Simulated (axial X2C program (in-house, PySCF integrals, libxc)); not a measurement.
## Curves of NSmN from open-shell CI on f(δφ)1 s1 f(π)0

Calculated with an axial X2C code built on PySCF integrals: two-component X2C with atomic mean-field Coulomb and Gaunt terms, basis N dyall-v3z, Sm dyall-v3z (cores contracted in-house). Orbitals come from Hartree–Fock averaged over the configuration Sm f(δφ)1 s1 f(π)0; CI then distributes these electrons over the f(δφ), s, f(π) shells of Sm.

Scan along the symmetric stretch (R is each bond); masses N 14.003 u, Sm 151.920 u, N 14.003 u. Energies in cm⁻¹ from the lowest point; levels are followed by energy order within each Ω. Lowest level at 2.332 Å: 100% f(δφ)1 s1.

```csv
R (Å),(1)Ω=2,(1)Ω=3,(1)Ω=4,(2)Ω=3
2.169,2623,2776,5006,13579
2.250,629,783,2586,11618
2.332,0,158,15140,15359
2.425,636,793,15779,11646
2.519,2385,2542,17527,13123
2.623,5229,5386,20367,15429
2.752,9594,9749,24727,18917
```

(1) Fit the curves (1)Ω=2, (1)Ω=3 near their minima.

Dynamic correlation is missing, so gaps between terms are too wide and other configurations may lie lower; the lowest level listed is that of this model, not necessarily the ground state. At most 6 roots were kept for each Ω > 0 (twice that for Ω = 0) within 3.5 eV of the lowest, so higher up levels can be missing between those listed; levels with Ω > 0 are doubly degenerate and listed once, Ω = 0 levels singly. States that fill the shells left empty in the average are placed too high. The molecule was held linear; bending was not examined.

## Answers

(1) From the open-shell CI curves, Te from the lowest:

| level | Te (cm⁻¹) | Re (Å) | ωe (cm⁻¹) |
| --- | --- | --- | --- |
| (1)Ω=2 | 0 | 2.334 | 448.1 |
| (1)Ω=3 | 157 | 2.333 | 447.5 |

Without dynamic correlation distances can be off by several hundredths of an Å (long for ionic bonds, short for multiple bonds) and the wavenumbers are rough.
